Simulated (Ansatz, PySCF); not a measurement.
HFSeZn, singlet, at a GFN2-xTB geometry (such geometries of metal compounds can be far from the true shape). Base run: CASSCF(4,3)/6-31G run with PySCF.

Input for PySCF:
```python
from pyscf import gto, scf, mcscf
import numpy

mol = gto.Mole()
mol.atom = '''
    Zn    0.87618509   -0.21829903    0.36829765
    F     1.30075578   -1.87069444    0.21639013
    Se   -1.08820505    0.62834102   -0.38111328
    H    -0.99338304    2.02162599   -0.03858938
'''
mol.basis = '6-31g'
mol.verbose = 3
mol.build()

mf = scf.RHF(mol)
mf.kernel()
mc = mcscf.CASSCF(mf, 3, 4)
mc.fix_spin_(ss=0.0)
mc.kernel()
occ = numpy.linalg.eigvalsh(mc.fcisolver.make_rdm1(mc.ci, mc.ncas, mc.nelecas))[::-1]
ss = mc.fcisolver.spin_square(mc.ci, mc.ncas, mc.nelecas)[0]
print('natural occupations', occ.round(4), ' <S^2>', round(ss, 4))
```

Programs used: Ansatz (a first-principles code), PySCF; a row that names a program was run with it.

Each row names what was changed in the base input (with any setting that the change needs).

```
change                                                ΔE vs base (mEh)                           natural occupations  <S^2> of the state
----------------------------------------------------  ----------------  --------------------------------------------  ------------------
base                                                             0.000                                2.00 1.97 0.03                0.00
active space = 2 electrons, 2 orbitals                           8.444                                     2.00 0.00                0.00
orbitals = fixed (CASCI)                                         8.169                                2.00 1.99 0.01                0.00
correction = SC-NEVPT2                                          -582.8                                2.00 1.97 0.03                0.00
active space = 10 electrons, 9 orbitals                        -96.537  2.00 1.98 1.98 1.98 1.97 0.03 0.02 0.02 0.02                0.00
orbitals = fixed (CASCI); correction = SC-NEVPT2                -580.7                                2.00 1.99 0.01                0.00
state_average = 2 states                                         9.712                                             -                   -
code = ansatz; correction = SC-NEVPT2, all electrons            -641.0                                             -                   -
conv_tol = 1e-5                                                 -0.002                                2.00 1.97 0.03                0.00
start = MP2 natural orbitals                                    -7.599                                2.00 1.98 0.02                0.00
code = ansatz                                                  -14.349                                             -                   -
```

Active orbitals are taken around the Fermi level unless the row says otherwise; CASSCF can end in different local minima, and two programs can end on different orbitals. State-averaged rows give the lowest state.
